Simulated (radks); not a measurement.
Excited configurations of Ba3+: one electron is placed in a higher orbital outside [Kr] 4d10 5s2 5p4. The ground configuration is [Kr] 4d10 5s2 5p5. Calculated with a radial shooting solver on a logarithmic mesh with Libxc functionals: scalar-relativistic Kohn-Sham, SCAN, spin-polarised, spherical densities, finite nucleus; open shells are filled with parallel spins first (spin-orbit coupling, left out, can overturn this in heavy ions); meta-GGA in the generalised Kohn-Sham scheme; Fermi nuclear charge, rms radius 4.8378 fm. Excitation = E - E(ground); binding = E(ion) - E, where the ion is the core of charge +4; n* = 4/sqrt(2 binding) in atomic units, and the quantum defect is n - n*.

5f: excitation (eV) 34.169; binding (eV) 13.227; n* 4.057; eigenvalue (eV) -11.275
6d: excitation (eV) 33.090; binding (eV) 14.306; n* 3.901; eigenvalue (eV) -12.638
6f: excitation (eV) 38.742; binding (eV) 8.653; n* 5.016; eigenvalue (eV) -7.584
7f: excitation (eV) 41.319; binding (eV) 6.076; n* 5.986; eigenvalue (eV) -5.398

The Delta-SCF ionisation energy is 47.395 eV (NIST Atomic Spectra Database: 47.0 eV, semi-empirical). Self-interaction in the functional shifts the binding energies and quantum defects, so they are the method's values and not measured ones. Open shells are spherical and high-spin; term and fine-structure splittings are not resolved. Spin-orbit splitting is averaged out at the scalar-relativistic level.
